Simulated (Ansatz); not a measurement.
Ideal-gas functions of `FB(Cl)OC(F)(F)F` at 800 K and 1 bar, from an Ansatz frequency run at PBE0-D4/def2-TZVP.

Molar mass 150.27 g/mol, point group Cs (symmetry number 1), electronic degeneracy 1, moments of inertia 144.536, 517.956, 574.369 u Å². Harmonic wavenumbers (cm⁻¹, unscaled): 54, 83, 130, 260, 351, 432, 442, 568, 584, 646, 674, 785, 912, 1226, 1242, 1274, 1299, 1434.

Use S(trans) = R[1.5 ln M + 2.5 ln T − 1.1517]; rotational temperatures θ = 24.2544 K / I; S(rot) = R[ln(√π/σ · √(T³/θAθBθC)) + 1.5]; for each mode x = 1.438777 ν̃/T, S = R[x/(eˣ − 1) − ln(1 − e⁻ˣ)] and H = RT x/(eˣ − 1); 1 cm⁻¹ = 0.0119627 kJ/mol; R = 8.31446 J/(mol·K).

Task: By hand: the entropy, in J/(mol·K).

Result: Translation 191.9. Rotation: θ = 0.1678, 0.0468, 0.0422 K, giving 133.9. Vibration, mode by mode: 27.71, 24.14, 20.42, 14.71, 12.28, 10.62, 10.44, 8.49, 8.28, 7.52, 7.21, 6.10, 5.07, 3.24, 3.17, 3.03, 2.92, 2.42, in all 177.8. Electronic 0.0. Sum 503.6 J/(mol·K).

Task: By hand: H − E and G − E in kJ/mol, counted from the electronic energy.

Result: Zero-point energy ½ × 12396 × 0.0119627 = 74.1; thermal vibration 65.7; translation, rotation and pV give 4 RT = 26.6. H − E = 166.4 kJ/mol, and G − E = 166.4 − 800 × 503.6/1000 = -236.5 kJ/mol.

Vibration gives 35 % of the entropy, 72.3 J/(mol·K) of it from the modes under 150 cm⁻¹: soft modes count most, and the harmonic formula is weakest for them. The sum counts one conformer and one mirror image; others add a mixing term.
